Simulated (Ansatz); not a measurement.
Species: AsF₃, net charge 0, singlet state. 
Coordinates optimised at B3LYP-D3(BJ)/def2-TZVP (Ansatz, a quantum-chemistry and plane-wave program):
```xyz
4

F     -0.8444    -1.2126    -0.5085
As     0.0043    -0.0097     0.3990
F      1.4749    -0.1021    -0.5065
F     -0.6462     1.3505    -0.4481
```
Charge 0, spin multiplicity 1.

Give the harmonic wavenumbers at B3LYP-D3(BJ)/def2-TZVP (Ansatz, finite differences of forces, unscaled).

253, 253, 326, 681, 681, 721 cm⁻¹. Zero-point energy 4.2 kcal/mol.

From these and the geometry, give the ideal-gas thermochemistry at 298.15 K and 1 atm (rigid rotor, harmonic oscillator).

Point group C3v, rotational symmetry number 3. Rotational constants 5.725, 5.725, 4.023 GHz. S(trans) 40.54, S(rot) 23.12, S(vib) 5.65, S(elec, spin only) 0.00, S 69.3 cal/(mol K). H(298) - H(0) 3.44 kcal/mol; G - E(el) -13.1 kcal/mol.
